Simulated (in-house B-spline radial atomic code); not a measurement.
A calculation on Se III (Se2+): its settings, and results tabulated from the run. Computed with an all-electron radial atomic-structure program (B-spline basis): non-relativistic Hartree-Fock with fractional occupations, spin-polarised, spherical fractional occupations, point nucleus.

Command:
```bash
python run_scf.py task.json out
```
Settings:
```
Z                34
configuration    [Ar] 3d10 4s2 4p2
hamiltonian      nr
method           hf,
spin_polarised   True
```

Output (hartree, bohr):
```
 radial grid: 54 intervals, B-splines of order 8, outer radius 38.5185 bohr

 iter        energy (Eh)    residual
    1       -2397.456196    4.84e-01
    2       -2398.345296    1.32e-01
    3       -2398.645613    2.21e-02
    4       -2398.656469    6.60e-03
    5       -2398.656956    3.24e-03
    6       -2398.657099    4.59e-04
    7       -2398.657105    1.11e-04
    8       -2398.657105    1.87e-05
    9       -2398.657105    1.90e-06
   10       -2398.657105    8.33e-08

 total energy                     -2398.65711
 kinetic                            2398.6571
 electron-nucleus                  -5714.0069
 Hartree                            1001.4978
 exact exchange                      -84.8051

 orbital      occ     eigenvalue          <r>       <r^2>       <1/r>     <1/r^2>       <r^4>       r_max
 1s up      1.000      -461.7362    0.0449778  0.00270962     33.5027     2255.49 1.86996e-05     0.02972
 1s down    1.000      -461.7272     0.044977  0.00270952     33.5031     2255.53 1.86984e-05     0.02972
 2s up      1.000       -61.5265     0.199324   0.0467876     7.43479     225.449  0.00378164      0.1678
 2s down    1.000       -61.5221     0.199312   0.0467805     7.43493     225.448  0.00378009      0.1678
 2p up      3.000       -55.1289     0.172744   0.0364726     7.37968     74.1949  0.00266705      0.1334
 2p down    3.000       -55.1189     0.172765   0.0364813      7.3788     74.1782  0.00266826      0.1334
 3s up      1.000        -9.7891     0.581218     0.38804     2.43493     36.1837    0.238331      0.5104
 3s down    1.000        -9.7729     0.581247    0.387902     2.43357     36.1242    0.237463      0.5106
 3p up      3.000        -7.5177     0.591826    0.409751     2.31301     11.5678    0.283751      0.5048
 3p down    3.000        -7.4953     0.592369    0.410352        2.31     11.5369    0.283912      0.5054
 3d up      5.000        -3.5020     0.622023    0.479084     2.04043     5.44713    0.496479      0.4554
 3d down    5.000        -3.4907     0.618747    0.472351     2.04627     5.47054    0.473592      0.4553
 4s up      1.000        -1.6584      1.74826     3.45815    0.740061     3.82413     18.3363       1.517
 4s down    1.000        -1.4448      1.74783     3.46777    0.743549     3.89369     18.6947       1.506
 4p up      2.000        -1.0206      2.04173     4.75674    0.626688     1.06974     35.9564       1.734

 Slater integrals (Eh)
   F0(4s up,4s up)               0.515392
   F0(4s up,4s down)             0.515539
   F0(4s up,4p up)               0.473797
   G1(4s up,4p up)               0.319338
   F0(4s down,4s down)           0.515694
   F0(4s down,4p up)             0.473807
   F0(4p up,4p up)               0.441829
   F2(4p up,4p up)               0.235546
```

Run time, properties included: 0.29 s on 1 thread of Arm Neoverse V1 (shared host).

Caution: exact exchange at fractional occupations of open shells leaves self-interaction of up to several eV.
